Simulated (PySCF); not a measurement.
SnO₂, SMILES [O]=[Sn]=[O].

Geometry: r2SCAN-D4/def2-TZVP. The def2 effective core potentials stand for the cores of Sn; spin–orbit coupling is left out.

Level of theory: r2SCAN-D4/def2-TZVP (PySCF).

Frequencies are harmonic and unscaled.

Modes within 1.5 cm⁻¹ of each other (mostly degenerate sets) share a row, with their intensities summed.

Computed normal modes with their intensities:
```tsv
mode	ν (cm⁻¹)	IR (km/mol)	Raman (Å⁴/amu)	depolarisation	moving atoms (share of kinetic energy)
1–2	154	64.2	0.0	–	O 79 %, Sn 21 %
3	789	0.0	47.2	0.13	O 100 %
4	904	83.2	0.0	–	O 79 %, Sn 21 %
```
